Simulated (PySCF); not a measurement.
**Static response to an electric field**

Compound: C₅H₁₂OSi.
Structure used (GFN2-xTB), in Å, numbered top down from 1:
```xyz
19
C5H12OSi angstrom
C      2.5819    0.0667    0.2837
O      1.4816    0.9217    0.0899
C      0.4261    0.2971   -0.5680
C     -0.9625    0.7885   -0.3229
C     -1.2044    1.9402    0.6177
C     -0.5406   -0.5553    0.2234
Si    -1.2107   -2.1640   -0.4723
H      2.3060   -0.8087    0.8836
H      3.3384    0.6469    0.8087
H      2.9860   -0.2800   -0.6758
H      0.6847   -0.0353   -1.5746
H     -1.6241    0.7770   -1.1822
H     -1.1585    2.8841    0.0775
H     -0.4439    1.9537    1.3935
H     -2.1866    1.8525    1.0805
H     -0.3432   -0.5420    1.2904
H     -1.3538   -2.0395   -1.9246
H     -0.2711   -3.2460   -0.1638
H     -2.5151   -2.4483    0.1277
```

Level: PBE0/def2-SVPD (PySCF), static field, nuclei fixed, core orbitals frozen in the response. The polarisability tensor in these axes (au):

```
x   95.80  2.32  0.94
y    2.32 98.97  3.67
z    0.94  3.67 78.53
```

Give the principal values, the mean and the anisotropy Δα = √{½[(α1 − α2)² + (α2 − α3)² + (α1 − α3)²]}.

Principal values 77.87, 94.62 and 100.81 au; mean 91.10 au = 13.50 Å³ = 15.02 × 10⁻⁴⁰ C²·m²/J; Δα = 20.56 au (23 % of the mean).

What is the dipole moment, and where does it point?

(0.31, -0.42, -0.01) D, 0.52 D in size, pointing from the negative to the positive side. Measured along this direction, the outermost atoms are H13 at the negative end and H18 at the positive end.

What would n − 1 = 2πNα be for an ideal gas of these molecules at 273.15 K and 1 atm, electronic part alone?

N = p/kT = 2.6868 × 10¹⁹ cm⁻³, so n − 1 = 2π × N × 13.50 × 10⁻²⁴ cm³ = 2279 × 10⁻⁶ at long wavelengths, for an ideal gas.

Form Σ f/ω² (atomic units) for the 8 lowest TDDFT singlets, given as eV and f, and set it beside the mean polarisability, which is this sum over all singlets: 6.64, 0.0069; 7.20, 0.0218; 7.21, 0.0039; 7.28, 0.0111; 7.44, 0.0297; 7.47, 0.0131; 7.70, 0.0054; 7.72, 0.0068.

They add up to 1.36 au, 1.5 % of the 91.10 au; the largest single term is 0.40 au, from the state at 7.44 eV. Terms in order: 0.12, 0.31, 0.06, 0.16, 0.40, 0.17, 0.07, 0.08 au. Higher excitations give the rest. The strengths listed sum to 0.099.

Give the principal axes and the span of the nuclei along them.

Largest value along (0.44, 0.88, 0.16), where the nuclei span 5.42 Å; middle along (0.90, -0.44, -0.05), 5.66 Å; least along (-0.03, -0.17, 0.99), 2.94 Å. The strongest response doesn't lie along the longest of the three spans.

Find the Langevin capture rate constant for H3+ (3.023 u) meeting this molecule (116.066 u), k = 2.342 × 10⁻⁹ cm³/s × √(α in Å³ / reduced mass in u).

The reduced mass is 2.95 u, so k = 5.01 × 10⁻⁹ cm³/s. The formula leaves out the permanent dipole, which adds to the capture rate.

The structure is a single GFN2-xTB conformer in the gas phase; no vibrational or solvent corrections.
